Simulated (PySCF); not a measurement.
## Radial density of B (boron, neutral)

UHF, [He] 2s1 2p1 3d1, one real determinant (an excited configuration). All numbers are calculated (PySCF 2.14, scalar relativity by spin-free X2C-1e, in x2c-QZVPPall with one added diffuse shell each of s, p, d, f type (8s5p4d3f1g, 73 functions)).

| r (bohr) | 4πr²ρ (e/bohr) | 4πr²(ρα − ρβ) |
| --- | --- | --- |
| 0.00595 | 0.03034 | 0.0008 |
| 0.0100 | 0.08190 | 0.0023 |
| 0.0168 | 0.2153 | 0.0060 |
| 0.0283 | 0.5417 | 0.0149 |
| 0.0476 | 1.262 | 0.0345 |
| 0.0801 | 2.589 | 0.0695 |
| 0.135 | 4.299 | 0.1093 |
| 0.226 | 5.043 | 0.1108 |
| 0.381 | 3.390 | 0.0793 |
| 0.641 | 1.186 | 0.3001 |
| 1.08 | 1.008 | 0.9563 |
| 1.81 | 1.002 | 1.0019 |
| 3.05 | 0.3061 | 0.3061 |
| 5.13 | 0.2609 | 0.2609 |
| 8.63 | 0.03878 | 0.0388 |

Densities and radii are taken from the X2C orbitals without a picture-change correction, which distorts them close to the nucleus.

⟨L²⟩ = 8.02 against 12 for a pure F term, so this real determinant mixes terms. The outer electron is Rydberg-like, and this basis confines it to a smaller radius and binds it less than a complete one would.
